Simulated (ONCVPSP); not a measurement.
**phosphorus (P): ONCV pseudisation with PBE, scalar-relativistic reference atom.**

Input for ONCVPSP 4.0.1:

```
# ATOM AND REFERENCE CONFIGURATION
# atsym  z   nc   nv     iexc    psfile
  P 15.00    3    2        4      upf
#
#   n    l    f
    1    0    2.00
    2    0    2.00
    2    1    6.00
    3    0    2.00
    3    1    2.75
#
# PSEUDOPOTENTIAL AND OPTIMIZATION
# lmax
    2
#
#   l,   rc,      ep,       ncon, nbas, qcut
    0    1.45    0.00    3    6    4.60
    1    1.75    0.00    4    8    3.70
    2    1.55    0.41    4    7    6.50
#
# LOCAL POTENTIAL
# lloc, lpopt,  rc(5),   dvloc0
    4    5    1.20    6.00
#
# VANDERBILT-KLEINMAN-BYLANDER PROJECTORs
# l, nproj, debl
    0    2    3.90
    1    2    3.60
    2    2    1.10
#
# MODEL CORE CHARGE
# icmod, fcfact, rcfact
    0    0.00    0.00
#
# LOG DERIVATIVE ANALYSIS
# epsh1, epsh2, depsh
   -2.00    5.00    0.02
#
# OUTPUT GRID
# rlmax, drl
    6.00    0.01
#
# TEST CONFIGURATIONS
# ncnf
    4
# nvcnf
#   n    l    f
    2
    3    0    2.00
    3    1    3.00
#
    2
    3    0    2.00
    3    1    2.00
#
    2
    3    0    2.00
    3    1    1.00
#
    2
    3    0    2.00
    3    1    0.00
#
```

Command:

```bash
oncvpsp.x < P.dat > P.out
```

The program printed (shortened: citation, most of the input echo, consistency checks and plot data are left out):

```
ONCVPSP  (Optimized Norm-Conservinng Vanderbilt PSeudopotential)
scalar-relativistic version 4.0.1

#   n    l    f        energy (Ha)
    1    0    2.00    -7.6682043E+01
    2    0    2.00    -6.4829828E+00
    2    1    6.00    -4.6640933E+00
    3    0    2.00    -5.9329146E-01
    3    1    2.75    -2.7680361E-01

Reference configufation results
  iterations    23
  all-electron total energy (Ha)   -3.41842336D+02

Begin loop to  construct optimized pseudo wave functions
and semi-local pseudopoentials for all angular momenta

   Wellstate for l =  0  n =  5
     eigenvalue =   3.3067
     asymptotic potential =   3.8067
     half-point radius =  2.8694

Calculating optimized projector #   1

 for l=   0

    Fraction of norm inside rc  0.294770
    Optimizing pswf for qcut=   4.61 a_B^-1,  ecut=  10.61 Ha
    Residual kinetic energy error=  5.99D-04 Ha

    Energy error per electron        Cutoff
         Ha          eV             Ha
         0.01000     0.27211        6.83
         0.00100     0.02721        9.92
         0.00010     0.00272       23.18
         0.00001     0.00027       42.64

Calculating optimized projector #   2

 for l=   0

    Fraction of norm inside rc  0.093580
    Optimizing pswf for qcut=   4.61 a_B^-1,  ecut=  10.61 Ha
    Residual kinetic energy error=  9.01D-03 Ha

    Energy error per electron        Cutoff
         Ha          eV             Ha
         0.01000     0.27211       10.60
         0.00100     0.02721       19.01
         0.00010     0.00272       43.95
         0.00001     0.00027       95.02

   Wellstate for l =  1  n =  5
     eigenvalue =   3.3232
     asymptotic potential =   3.8232
     half-point radius =  3.0502

Calculating optimized projector #   1

 for l=   1

    Fraction of norm inside rc  0.316505
    Optimizing pswf for qcut=   3.71 a_B^-1,  ecut=   6.87 Ha
    Residual kinetic energy error=  3.12D-04 Ha

    Energy error per electron        Cutoff
         Ha          eV             Ha
         0.01000     0.27211        3.02
         0.00100     0.02721        4.41
         0.00010     0.00272       19.02
         0.00001     0.00027       60.67

Calculating optimized projector #   2

 for l=   1

    Fraction of norm inside rc  0.129234
    Optimizing pswf for qcut=   3.71 a_B^-1,  ecut=   6.87 Ha
    Residual kinetic energy error=  1.30D-02 Ha

    Energy error per electron        Cutoff
         Ha          eV             Ha
         0.01000     0.27211        7.57
         0.00100     0.02721       12.29
         0.00010     0.00272       28.19
         0.00001     0.00027       65.24

   Wellstate for l =  2  n =  3
     eigenvalue =   0.4100
     asymptotic potential =   0.9100
     half-point radius =  2.6413

   Wellstate for l =  2  n =  4
     eigenvalue =   1.5100
     asymptotic potential =   2.0100
     half-point radius =  3.1925

Calculating optimized projector #   1

 for l=   2

    Fraction of norm inside rc  0.293561
    Optimizing pswf for qcut=   6.50 a_B^-1,  ecut=  21.10 Ha
    Residual kinetic energy error=  6.93D-04 Ha

    Energy error per electron        Cutoff
         Ha          eV             Ha
         0.01000     0.27211       14.09
         0.00100     0.02721       20.09
         0.00010     0.00272       58.22
         0.00001     0.00027       72.96

Calculating optimized projector #   2

 for l=   2

    Fraction of norm inside rc  0.257704
    Optimizing pswf for qcut=   6.50 a_B^-1,  ecut=  21.10 Ha
    Residual kinetic energy error=  2.38D-03 Ha

    Energy error per electron        Cutoff
         Ha          eV             Ha
         0.01000     0.27211       17.35
         0.00100     0.02721       23.29
         0.00010     0.00272       42.18
         0.00001     0.00027       70.23

Construct Vanderbilt / Kleinmman-Bylander projectors

B matrix Hermiticity error, ll=   0
   1   2   -2.2144E-04

  Orthonormal projector coefficients  4.4382E+00  7.2554E-01

B matrix Hermiticity error, ll=   1
   1   2   -1.5291E-04

  Orthonormal projector coefficients  1.2356E+00  8.1551E-01

B matrix Hermiticity error, ll=   2
   1   2    4.9215E-05

  Orthonormal projector coefficients -6.6914E+00 -2.0137E+00

Pseudoatom total energy   -6.342092

Diagnostic tests using Vanderbilt-Kleinman-Bylander pseudopotentials
  1 or more projectors used as specified by nproj input data

   l    rcore       rmatch      e in        delta e   norm test  slope test

   0   1.4550312   1.4992091  -0.5932915   0.0000051   1.0000294   0.9998429
   0   1.4550312   1.4992091   3.3067085  -0.0000042   1.0003398   1.0003398

   1   1.7514983   1.8046776  -0.2768036  -0.0000001   1.0000222   0.9997538
   1   1.7514983   1.8046776   3.3231964   0.0000441   1.0001681   1.0001681

   2   1.5539967   1.6011794   0.4100000   0.0000107   1.0000585   1.0000585
   2   1.5539967   1.6011794   1.5100000   0.0000089   1.0001142   1.0001142

 Testing for bound ghosts
   n   l    E NL Schr. Eq   E Basis Diag.   E Cutoff

   1   0       -0.593286       -0.581625     58.83

   2   1       -0.276804       -0.265156     98.08

 Testing for highly-localized positive-energy ghosts
       l    <radius>/rc     E Basis Diag.   E Cutoff

Test configuration 0

   n   l     f        eae           eps        diff
   1   0  2.0000  -76.68204307
   2   0  2.0000   -6.48298281
   2   1  6.0000   -4.66409331
   3   0  2.0000   -0.59329146   -0.59328639    5.07D-06
   3   1  2.7500   -0.27680361   -0.27680373   -1.25D-07

    Total energies and differences
      AE_ref= -3.41842336D+02  AE_tst= -3.41842336D+02  dif=  0.00D+00
      PS_ref= -6.34209171D+00  PS_tst= -6.34209171D+00  dif= -8.88D-16
      PSP excitation error=  8.88D-16

Test configuration 1

   n   l     f        eae           eps        diff
   1   0  2.0000  -76.59189075
   2   0  2.0000   -6.39406272
   2   1  6.0000   -4.57504848
   3   0  2.0000   -0.51336413   -0.51336316    9.70D-07
   3   1  3.0000   -0.20237180   -0.20236415    7.65D-06

    Total energies and differences
      AE_ref= -3.41842336D+02  AE_tst= -3.41902143D+02  dif= -5.98D-02
      PS_ref= -6.34209171D+00  PS_tst= -6.40190103D+00  dif= -5.98D-02
      PSP excitation error=  2.80D-06

Test configuration 2

   n   l     f        eae           eps        diff
   1   0  2.0000  -76.99054902
   2   0  2.0000   -6.78485345
   2   1  6.0000   -4.96658816
   3   0  2.0000   -0.85579034   -0.85572078    6.96D-05
   3   1  2.0000   -0.52239719   -0.52239905   -1.86D-06

    Total energies and differences
      AE_ref= -3.41842336D+02  AE_tst= -3.41544589D+02  dif=  2.98D-01
      PS_ref= -6.34209171D+00  PS_tst= -6.04432253D+00  dif=  2.98D-01
      PSP excitation error= -2.20D-05

Test configuration 3

   n   l     f        eae           eps        diff
   1   0  2.0000  -77.48150135
   2   0  2.0000   -7.25895834
   2   1  6.0000   -5.44219278
   3   0  2.0000   -1.24787342   -1.24736169    5.12D-04
   3   1  1.0000   -0.89209700   -0.89183849    2.59D-04

    Total energies and differences
      AE_ref= -3.41842336D+02  AE_tst= -3.40840950D+02  dif=  1.00D+00
      PS_ref= -6.34209171D+00  PS_tst= -5.34073105D+00  dif=  1.00D+00
      PSP excitation error=  2.60D-05

Test configuration 4

   n   l     f        eae           eps        diff
   1   0  2.0000  -78.05541584
   2   0  2.0000   -7.80532563
   2   1  6.0000   -5.99094681
   3   0  2.0000   -1.67625132   -1.67408740    2.16D-03

    Total energies and differences
      AE_ref= -3.41842336D+02  AE_tst= -3.39748055D+02  dif=  2.09D+00
      PS_ref= -6.34209171D+00  PS_tst= -4.24853974D+00  dif=  2.09D+00
      PSP excitation error=  7.29D-04
```

The run took about 2.5 s on one core of a shared server CPU.
